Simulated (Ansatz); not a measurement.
Program: Ansatz. Geometries: PBE0-D4/def2-TZVP. ΔE: electronic, gas phase. CCSD(T)/CBS adds triple-zeta CCSD(T) − MP2 to the extrapolated MP2 energy (def2 sets, frozen cores). This one scheme is used for every species. Functionals use def2-TZVPP. One conformer a species, not always the lowest.

Reaction (substitution at a C–O bond): `CCOC` + `OBS` → `CCOBS` + CH₃OH

```
             level  ΔE (kJ/mol)
           PBE0-D4         11.4
CCSD(T)/def2-TZVPP         10.8
```

(1) What does CCSD(T)/CBS give? (Best estimate.)

Largest T1 diagnostic among the species: 0.013.

Results:

(1) Computed: +9.8 kJ/mol. The listed levels differ from it by 1.6, 1.0 kJ/mol.
